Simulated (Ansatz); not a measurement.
Molecule: sum formula AlOH3, charge 0, multiplicity 1. SMILES: [AlH2][OH]
Coordinates optimised at B3LYP-D3(BJ)/def2-TZVP (Ansatz, an electronic-structure program):
```
Al
O 1 1.6999
H 2 0.9581 1 124.14
H 1 1.5709 2 115.84 3 -180.00
H 1 1.5789 4 124.38 2 -180.00
```

Quantity: vertical ionisation energy (to the doublet state of charge +1; each state is the SCF solution reached for its spin), in eV. Cores are frozen in the correlated levels unless marked. UHF or UKS for open shells. No spin-orbit coupling. Non-relativistic. CBS(X,Y): correlation extrapolated as X^-3; Hartree-Fock from the larger set.

| level | program | vertical ionisation energy (eV) |
|---|---|---|
| SVWN5/def2-TZVPD | Ansatz | 10.59 |

Q: Estimate the value at CCSD(T)/CBS(aug-cc-pV(T+d)Z,aug-cc-pV(Q+d)Z) as computed with Ansatz.

A: 11.32 eV, so SVWN5/def2-TZVPD differs from it by -0.73 eV.
